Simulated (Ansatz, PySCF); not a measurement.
The pair A = SiH4 (SMILES [SiH4]) (first 5 atoms), B = CH2F2 (SMILES FCF); geometry from B3LYP-D3(BJ)/def2-TZVP.
(charge 0, multiplicity 1):
| atom | x (Å) | y (Å) | z (Å) |
|---|---|---|---|
| Si | -0.0884 | 0.0561 | 0.0743 |
| H | 0.2043 | -1.1742 | 0.8457 |
| H | -1.3128 | 0.6946 | 0.6005 |
| H | -0.2947 | -0.3140 | -1.3456 |
| H | 1.0569 | 0.9863 | 0.1745 |
| F | 0.4270 | 0.6137 | 3.2914 |
| C | -0.0006 | -0.5063 | 3.9429 |
| F | -1.3568 | -0.5658 | 3.8506 |
| H | 0.2774 | -0.4223 | 4.9945 |
| H | 0.4238 | -1.3800 | 3.4469 |

Rows in 6-31G* carry no dispersion term and start afresh at each structure (6-31G* with six Cartesian d functions). MP2/6-31G* freezes PySCF's default core.

The values were computed with Ansatz (Gaussian orbitals); PySCF for 6-31G* rows. Each number belongs to the level named beside it.

Total energies (hartree), monomers frozen at their geometry in the pair:

```json
[
 {"structure": "AB", "HF/6-31G*": "-529.1218256", "PBE/def2-TZVPPD": "-530.5771287", "MP2/6-31G*": "-529.6750516"},
 {"structure": "A in the pair's basis", "HF/6-31G*": "-291.2251935", "PBE/def2-TZVPPD": "-291.7217282", "MP2/6-31G*": "-291.3074070"},
 {"structure": "B in the pair's basis", "HF/6-31G*": "-237.8972355", "PBE/def2-TZVPPD": "-238.8547745", "MP2/6-31G*": "-238.3674629"},
 {"structure": "A", "HF/6-31G*": "-291.2250682", "PBE/def2-TZVPPD": "-291.7216921", "MP2/6-31G*": "-291.3070777"},
 {"structure": "B", "HF/6-31G*": "-237.8950021", "PBE/def2-TZVPPD": "-238.8547194", "MP2/6-31G*": "-238.3639894"}
]
```

Task: Work out the interaction energy without and with the counterpoise correction, and the superposition error, for each level.

Result: 
E(AB) − E(A) − E(B), times 627.509 kcal/mol, with the monomers in their own basis and then in the pair's basis:
- HF/6-31G*: -1.10 uncorrected, 0.38 corrected; the monomers gain 1.48 kcal/mol from borrowed functions
- PBE/def2-TZVPPD: -0.45 uncorrected, -0.39 corrected; the monomers gain 0.06 kcal/mol from borrowed functions
- MP2/6-31G*: -2.50 uncorrected, -0.11 corrected; the monomers gain 2.39 kcal/mol from borrowed functions

Ansatz is a quantum-chemistry and plane-wave program.
